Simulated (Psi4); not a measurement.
F₃In, charge -1, doublet, geometry from GFN2-xTB (such geometries of metal compounds can be far from the true shape) (a state made from the parent by changing its charge; the spin is typed, not shown lowest) (all electrons, no relativity) (a gas-phase anion, which may not be bound at this level); TPSS/3-21G (Psi4).

The Psi4 input:
```
memory 2 GB

molecule mol {
-1 2
In   -0.000000    0.000000   -0.000000
F    -1.950035   -1.186068    0.034914
F     0.017638    2.144580   -0.781715
F     1.932396   -0.958511    0.746802
}

set {
  basis 3-21g
  reference uks
  scf_type pk
}

energy('tpss')
print_variables()
```

Problem. What does Psi4 print? Leave out banner, timings and long lists.

Solution. 
```
   => Loading Basis Set <=

    Name: 3-21G
    Role: ORBITAL
    Keyword: BASIS

         ---------------------------------------------------------
                                   SCF
               by Justin Turney, Rob Parrish, Andy Simmonett
                          and Daniel G. A. Smith
                              UKS Reference
         ---------------------------------------------------------

  ==> Geometry <==

    Molecular point group: c1
    Full point group: C1

    Geometry (in Angstrom), charge = -1, multiplicity = 2:

       Center              X                  Y                   Z               Mass
    ------------   -----------------  -----------------  -----------------  -----------------
         IN           0.000000110521    -0.000000110521    -0.000000110521   114.903878776000
         F           -1.950034889479    -1.186068110521     0.034913889479    18.998403162730
         F            0.017638110521     2.144579889479    -0.781715110521    18.998403162730
         F            1.932396110521    -0.958511110521     0.746801889479    18.998403162730

  Running in c1 symmetry.

  Rotational constants: A =      0.11353  B =      0.11353  C =      0.05676 [cm^-1]
  Rotational constants: A =   3403.45578  B =   3403.45547  C =   1701.72781 [MHz]
  Nuclear repulsion =  339.225880383301444

  Charge       = -1
  Multiplicity = 2
  Electrons    = 77
  Nalpha       = 39
  Nbeta        = 38

  ==> Algorithm <==

  SCF Algorithm Type is PK.
  DIIS enabled.
  MOM disabled.
  Fractional occupation disabled.
  Guess Type is SAD.
  Energy threshold   = 1.00e-06
  Density threshold  = 1.00e-06
  Integral threshold = 1.00e-12

  ==> Primary Basis <==

  Basis Set: 3-21G
    Blend: 3-21G
    Number of shells: 28
    Number of basis functions: 60
    Number of Cartesian functions: 60
    Spherical Harmonics?: false
    Max angular momentum: 2

  ==> DFT Potential <==

   => LibXC <=

    Version 7.1.2
    S. Lehtola, C. Steigemann, M. J. T. Oliveira, and M. A. L. Marques,  SoftwareX 7, 1–5 (2018) (10.1016/j.softx.2017.11.002)

   => Composite Functional: TPSS <=

    TPSS Meta-GGA XC Functional

    J. Tao, et al., Phys. Rev. Lett., 91, 146401, 2003

    Deriv               =              1
    GGA                 =           TRUE
    Meta                =           TRUE

    Exchange Hybrid     =          FALSE
    MP2 Hybrid          =          FALSE

   => Exchange Functionals <=

    1.0000   XC_MGGA_X_TPSS

   => Correlation Functionals <=

    1.0000   XC_MGGA_C_TPSS

   => LibXC Density Thresholds  <==

    XC_MGGA_C_TPSS:  1.00E-15
    XC_MGGA_X_TPSS:  1.00E-15

   => Molecular Quadrature <=

    Radial Scheme          =       TREUTLER
    Pruning Scheme         =           NONE
    Nuclear Scheme         =       TREUTLER

    Blocking Scheme        =         OCTREE
    BS radius alpha        =              1
    Pruning alpha          =              1
    Radial Points          =             75
    Spherical Points       =            302
    Total Points           =          87340
    Total Blocks           =            729
    Max Points             =            254
    Max Functions          =             53
    Weights Tolerance      =       1.00E-15

  ==> Integral Setup <==

  Using in-core PK algorithm.
   Calculation information:
      Number of atoms:                   4
      Number of AO shells:              28
      Number of primitives:             60
      Number of atomic orbitals:        60
      Number of basis functions:        60

      Integral cutoff                 1.00e-12
      Number of threads:                 1

  Performing in-core PK
  Using 3350730 doubles for integral storage.
  We computed 47000 shell quartets total.
  Whereas there are 82621 unique shell quartets.

  ==> DiskJK: Disk-Based J/K Matrices <==

    J tasked:                  Yes
    K tasked:                   No
    wK tasked:                  No
    Schwarz Cutoff:          1E-12

  Minimum eigenvalue in the overlap matrix is 1.2734513106E-03.
  Reciprocal condition number of the overlap matrix is 3.2447188527E-04.
    Using symmetric orthogonalization.

  ==> Pre-Iterations <==

  SCF Guess: Superposition of Atomic Densities via on-the-fly atomic UHF (no occupation information).

   -------------------------
    Irrep   Nso     Nmo
   -------------------------
     A         60      60
   -------------------------
    Total      60      60
   -------------------------

  ==> Iterations <==

                        Total Energy        Delta E     RMS |[F,P]|

   @UKS iter SAD: -6010.57711715804271   -6.01058e+03   0.00000e+00
   @UKS iter   1: -6014.90211700247255   -4.32500e+00   1.35443e-02 ADIIS/DIIS
   @UKS iter   2: -6015.16229427640701   -2.60177e-01   4.51764e-03 ADIIS/DIIS
   @UKS iter   3: -6015.17795396644397   -1.56597e-02   5.35614e-03 ADIIS/DIIS
   @UKS iter   4: -6015.22524348605475   -4.72895e-02   3.36705e-04 ADIIS/DIIS
   @UKS iter   5: -6015.22535181736384   -1.08331e-04   1.98981e-04 ADIIS/DIIS
   @UKS iter   6: -6015.22533440865573    1.74087e-05   2.30742e-04 ADIIS/DIIS
   @UKS iter   7: -6015.22541988173543   -8.54731e-05   1.34498e-05 DIIS
   @UKS iter   8: -6015.22542021540721   -3.33672e-07   1.61282e-06 DIIS
   @UKS iter   9: -6015.22542021608388   -6.76664e-10   1.50800e-06 DIIS
   @UKS iter  10: -6015.22542021975369   -3.66981e-09   1.06851e-07 DIIS
  Energy and wave function converged.

  ==> Post-Iterations <==

   Electrons on quadrature grid:
      Nalpha   =   39.0000266845 ; deviation = 2.668e-05
      Nbeta    =   38.0000283153 ; deviation = 2.832e-05
      Ntotal   =   77.0000549999 ; deviation = 5.500e-05

   @Spin Contamination Metric:   1.862300094E-03
   @S^2 Expected:                7.500000000E-01
   @S^2 Observed:                7.518623001E-01
   @S   Expected:                5.000000000E-01
   @S   Observed:                5.000000000E-01

    Orbital Energies [Eh]
    ---------------------

    Alpha Occupied:

[...]
    Alpha Virtual:

[...]
    Beta Occupied:

[...]
    Beta Virtual:

[...]
      60A    196.577938

    Final Occupation by Irrep:
              A
    DOCC [    38 ]
    SOCC [     1 ]
    NA   [    39 ]
    NB   [    38 ]

  @UKS Final Energy: -6015.22542021975369

   => Energetics <=

    Nuclear Repulsion Energy =            339.2258803833014440
    One-Electron Energy =               -9008.3233506280303118
    Two-Electron Energy =                2841.3069645767563998
    DFT Exchange-Correlation Energy =    -187.4349145517811905
    Empirical Dispersion Energy =           0.0000000000000000
    VV10 Nonlocal Energy =                  0.0000000000000000
    Total Energy =                      -6015.2254202197536870

  UHF NO Occupations:
  HONO-2 :   37  A 1.9997507
  HONO-1 :   38  A 1.9995960
  HONO-0 :   39  A 1.0000000
  LUNO+0 :   40  A 0.0004040
  LUNO+1 :   41  A 0.0002493
  LUNO+2 :   42  A 0.0002476
  LUNO+3 :   43  A 0.0000172

Computation Completed

Properties will be evaluated at   0.000000,   0.000000,   0.000000 [a0]

Properties computed using the SCF density matrix

 Multipole Moments:

 ------------------------------------------------------------------------------------
     Multipole            Electronic (a.u.)      Nuclear  (a.u.)        Total (a.u.)
 ------------------------------------------------------------------------------------

 L = 1.  Multiply by 2.5417464519 to convert [e a0] to [Debye]
 Dipole X            :          0.0001409           -0.0000011            0.0001398
 Dipole Y            :         -0.0000174            0.0000011           -0.0000163
 Dipole Z            :          0.0000336            0.0000011            0.0000347
 Magnitude           :                                                    0.0001449

 ------------------------------------------------------------------------------------

  Variable Map:
  ----------------------------------------------------------------------------
[...]
  Array Variable Map:
  ----------------------------------------------------------------------------
[...]
[...]
```
